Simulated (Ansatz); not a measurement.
Mulliken charges of `O=C([SiH3])[SeH]` from PBE/def2-TZVPP in Ansatz (PBE0-D4/def2-TZVP geometry).

```csv
atom,x (Å),y (Å),z (Å),charge (e)
O1,1.464,-0.901,1.268,-0.191
C2,0.546,-0.741,0.519,0.070
Si3,0.072,1.017,-0.111,0.192
Se4,-0.502,-2.284,-0.070,-0.021
H5,-1.053,0.943,-1.074,-0.045
H6,-0.311,1.812,1.081,-0.028
H7,1.279,1.587,-0.754,-0.028
H8,-1.403,-1.490,-0.914,0.052
```

**Question.** By hand: the dipole of these point charges (1 e Å = 4.8032 D).

**Answer.** Σ q r = (-0.270, 0.148, -0.234) e Å, of length 0.387 e Å = 1.86 D.

**Question.** How does the dipole of the full density compare? (Best estimate.)

**Answer.** Ansatz gave: (-0.316, 0.243, -0.287) e Å, 2.36 D; the point charges give 0.79 times that, at 7° from its direction.

Point charges leave out the atoms' own dipoles, such as those of lone pairs, and Mulliken's split depends on the basis, so the two needn't agree.
